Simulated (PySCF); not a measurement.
An equivalent PySCF input for Cl⁺ (chlorine, charge +1), [Ne] 3s2 3p4, high-spin 3P determinant, with no relativity, point nucleus:

```python
from pyscf import gto, scf, dft, mp, cc
import basis_set_exchange as bse
mol = gto.M(atom="Cl 0 0 0", charge=1, spin=2, symmetry="D2h",
            basis=gto.basis.parse(bse.get_basis("aug-cc-pV(T+d)Z", elements=["Cl"], fmt="nwchem", augment_diffuse=1)))
mf = dft.UKS(mol, xc="R2SCAN")
mf.irrep_nelec = {'Ag': (3, 3), 'B1u': (2, 1), 'B2u': (2, 2), 'B3u': (2, 1)}
mf.kernel()
```

It reaches the same state as the run whose output follows, with an energy that differs only through the grid. The run itself started from symmetry-adapted Hartree-Fock orbitals and held the occupation by maximum overlap, on a logarithmic radial grid, so the iterations belong to that start.

```
SCF conv_tol = 1e-09
number electrons alpha = 9  beta = 7
XC functionals = R2SCAN
    J. W. Furness, A. D. Kaplan, J. Ning, J. P. Perdew, and J. Sun.,  J. Phys. Chem. Lett. 11, 8208-8215 (2020)
    J. W. Furness, A. D. Kaplan, J. Ning, J. P. Perdew, and J. Sun.,  J. Phys. Chem. Lett. 11, 9248-9248 (2020)
    J. W. Furness, A. D. Kaplan, J. Ning, J. P. Perdew, and J. Sun.,  J. Phys. Chem. Lett. 11, 8208-8215 (2020)
    J. W. Furness, A. D. Kaplan, J. Ning, J. P. Perdew, and J. Sun.,  J. Phys. Chem. Lett. 11, 9248-9248 (2020)
cycle= 1 E= -459.646265026533  delta_E= -0.00674  |g|= 0.0191  |ddm|= 0.118
cycle= 2 E= -459.646429830918  delta_E= -0.000165  |g|= 0.00323  |ddm|= 0.0279
cycle= 3 E= -459.646435783397  delta_E= -5.95e-06  |g|= 0.00061  |ddm|= 0.00577
cycle= 4 E= -459.64643604823  delta_E= -2.65e-07  |g|= 0.000168  |ddm|= 0.00166
cycle= 5 E= -459.646436057139  delta_E= -8.91e-09  |g|= 1.69e-05  |ddm|= 0.000221
cycle= 6 E= -459.646436057406  delta_E= -2.67e-10  |g|= 7.81e-07  |ddm|= 6.59e-05
converged SCF energy = -459.646436057406  <S^2> = 2.0066239  2S+1 = 3.0044127
```
